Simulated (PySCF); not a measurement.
Compound: C8H9F.
SMILES: `C=C1C=C(F)/C1=C\CC`

Vertical excitations from PySCF (density fitting, frozen core in the response, grid level 2 and gas phase unless stated; continuum runs use non-equilibrium linear response for the excitations) on a GFN2-xTB geometry. Reference run:

| settings | S1, eV (f) | S2, eV (f) | S3, eV (f) | S4, eV (f) | S5, eV (f) | S6, eV (f) | T1, eV (Tamm–Dancoff) | mean α (au) |
| --- | --- | --- | --- | --- | --- | --- | --- | --- |
| PBE0/def2-SVPD, full TDDFT, 6 singlets | 4.87 (0.037) | 5.16 (0.078) | 6.08 (0.582) | 6.25 (0.020) | 6.52 (0.523) | 6.73 (0.002) | 3.13 | 100.7 |

**Question.** What do these settings give: CAM-B3LYP/def2-SVP, energy threshold 1e-11 Eh, full TDDFT, 25 singlets?

**Answer.** 
| settings | S1, eV (f) | S2, eV (f) | S3, eV (f) | S4, eV (f) | S5, eV (f) | S6, eV (f) | T1, eV (Tamm–Dancoff) | mean α (au) |
| --- | --- | --- | --- | --- | --- | --- | --- | --- |
| CAM-B3LYP/def2-SVP, energy threshold 1e-11 Eh, full TDDFT, 25 singlets | 5.26 (0.109) | 5.55 (0.077) | 6.44 (0.621) | 6.82 (0.527) | 7.17 (0.000) | 7.77 (0.000) | 3.17 | 88.3 |

S1 moves by +0.39 eV; functional and basis change together, so the shift can't be laid on one. States are counted by energy in each run and needn't keep their character from row to row.

**Question.** Which orbital pairs make up S1 in each run, and how does it sit against the orbital gap?

**Answer.** 
```json
{"settings": "PBE0/def2-SVPD, full TDDFT, 6 singlets", "S1 configurations (weight)": "H→L 0.62, H−1→L 0.30", "S1 (eV)": "4.87", "orbital gap (eV)": "5.76", "S1 − gap (eV)": "-0.89"}
{"settings": "CAM-B3LYP/def2-SVP, energy threshold 1e-11 Eh, full TDDFT, 25 singlets", "S1 configurations (weight)": "H→L 0.82, H−1→L 0.14", "S1 (eV)": "5.26", "orbital gap (eV)": "8.19", "S1 − gap (eV)": "-2.93"}
```

The values belong to the conformer `[CH2:1]=[C:2]1[CH:3]=[C:4]([F:5])/[C:6]1=[CH:7]\[CH2:8][CH3:9]`: C6–C7–C8–C9 117°.
